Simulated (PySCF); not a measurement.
Ligands exchanged one at a time, Si Br-NH2. Gas-phase values, no solvent. One relaxed conformer stands for each flexible species; it need not be the lowest. Strings in code marks are SMILES.

The numbers are results of PySCF with PBE-D3(BJ)/def2-TZVP // PBE0-D3(BJ)/def2-TZVP, not measurements. All candidates: neutral, multiplicity 1. Excitations are Tamm–Dancoff values on a coarser integration grid. The basis has no diffuse functions, so Rydberg states are missing or too high.

```json
{
 "S1 excitation (TDA)": "5.86 eV",
 "dipole_moment": "2.44 D",
 "HOMO": "-6.43 eV"
}
```

Question: Say which member has these values.
(A) `N[Si](Br)(Br)Br`
(B) `Br[Si](Br)(Br)Br`
(C) `N[Si](N)(Br)Br`

Answer: C, `N[Si](N)(Br)Br`. The others give `Br[Si](Br)(Br)Br`: 5.02 eV, 0.00 D, -7.40 eV; `N[Si](Br)(Br)Br`: 5.16 eV, 2.31 D, -6.73 eV
